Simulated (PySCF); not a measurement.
SMILES FC(c1c[c]([GeH3])ccc1)(F)F (C7H7F3Ge), singlet (GFN2-xTB optimised geometry):

```
18

F      3.110     0.187    -0.471
C      2.573    -0.936     0.030
F      3.110    -1.955    -0.660
F      3.049    -1.048     1.288
C      1.072    -0.938    -0.004
C      0.394    -2.150     0.000
C     -0.989    -2.150     0.000
C     -1.682    -0.952     0.000
C     -1.011     0.266     0.000
Ge    -2.011     1.946    -0.016
C      0.376     0.262     0.000
H      0.948    -3.077    -0.001
H     -1.525    -3.087     0.002
H     -2.764    -0.956     0.002
H     -1.102     3.087     0.289
H     -3.110     1.894     0.993
H     -2.639     2.171    -1.352
H      0.918     1.198     0.001
```

Level of theory: CAM-B3LYP/def2-SVP (PySCF).

Problem. What are the frontier orbital energies and the dipole moment?

Solution. HOMO-2 -10.45 eV, HOMO-1 -9.15 eV, HOMO -9.00 eV, LUMO 0.10 eV, LUMO+1 0.43 eV; dipole moment 2.59 D.

Meta-Löwdin charges at CAM-B3LYP/def2-SVP: F1 -0.27, C2 0.75, F3 -0.27, F4 -0.27, C5 -0.04, C6 -0.09, C7 -0.10, C8 -0.08, C9 -0.17, Ge10 0.38, C11 -0.09, H12 0.12, H13 0.11, H14 0.10, H15 -0.07, H16 -0.07, H17 -0.07, H18 0.11.
